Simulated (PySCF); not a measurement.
# Orbital picture of CaS

B97-3 at R = 2.313 Å; basis Ca def2-SVPD, S def2-SVPD; no relativity; PySCF 2.14. State: ¹Σ⁺ (singlet), closed shell. Only the outer orbitals are listed, counted within each symmetry.

| orbital | occ. | ε (eV) | on Ca (%) | main shells (%) |
| --- | --- | --- | --- | --- |
| 7σ | 2 | -49.52 | 99 | 99 Ca s |
| 3π | 2 | -29.48 | 100 | 100 Ca p |
| 3π | 2 | -29.48 | 100 | 100 Ca p |
| 8σ | 2 | -29.38 | 98 | 98 Ca p |
| 9σ | 2 | -15.46 | 5 | 95 S s |
| 10σ | 2 | -5.46 | 23 | 75 S p, 15 Ca s, 8 Ca d |
| 4π | 2 | -5.01 | 14 | 85 S p, 11 Ca d |
| 4π | 2 | -5.01 | 14 | 85 S p, 11 Ca d |
| 11σ | 0 | -2.42 | 93 | 66 Ca s, 26 Ca p |
| 5π | 0 | -0.66 | 104 | 80 Ca p, 24 Ca d |
| 5π | 0 | -0.66 | 104 | 80 Ca p, 24 Ca d |

Q: Which are the highest filled and the lowest empty level, where do they sit, and how wide is the gap?

A: Highest filled 4π at -5.01 eV (in %: 85 S p, 11 Ca d); lowest empty 11σ at -2.42 eV (in %: 66 Ca s, 26 Ca p); the gap at B97-3 is 2.59 eV.

The bond order (Mayer) is 1.76. The ⟨S²⟩ is 0.000. The charge on Ca (Mulliken, basis-dependent) is 0.93. The charge on Ca (Löwdin, basis-dependent) is 0.72. The dipole moment (positive dipole means Ca(−)S(+)) is -10.47 D.

Shares are Mulliken populations and can fall outside 0 to 100 %.
